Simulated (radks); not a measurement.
Values are calculated unless marked as measured or tabulated.
Initial-state core-level shifts of the tellurium ion Te+ when its valence configuration changes from [Kr] 4d10 5s2 5p3. Level of theory: scalar-relativistic Kohn-Sham, BLYP, spin-polarised, spherical densities, finite nucleus; open shells are filled with parallel spins first (spin-orbit coupling, left out, can overturn this in heavy ions); Fermi nuclear charge, rms radius 4.7423 fm (a radial shooting solver on a logarithmic mesh with Libxc functionals). Shifts are changes of the shell-averaged eigenvalues in eV (positive: less bound); the change of the density at the nucleus, which sets a Mossbauer isomer shift, is in e/bohr^3, on a base of 2.351e+05.

| valence | 1s | 2p | 3p | 3d | density at nucleus |
|---|---|---|---|---|---|
| 4d10 5s1.5 5p3.5 | -0.741 | -0.729 | -0.741 | -0.741 | -31.05 |
| 4d10 5p5 | -3.062 | -3.010 | -3.053 | -3.052 | -127.39 |
| 4d9 5s2 5p4 | -9.218 | -9.720 | -9.284 | -9.377 | +24.63 |
| 4d9.5 5s2 5p3.5 | -4.592 | -4.835 | -4.627 | -4.672 | +12.22 |
| 4d10 5s1 5p4 | -1.473 | -1.449 | -1.473 | -1.472 | -62.64 |
| 4d9 5p6 | -12.026 | -12.487 | -12.099 | -12.192 | -116.28 |
| 4d8 5s2 5p5 | -18.583 | -19.639 | -18.686 | -18.886 | +50.08 |
| 4d9 5s1 5p5 | -10.609 | -11.092 | -10.681 | -10.774 | -44.01 |
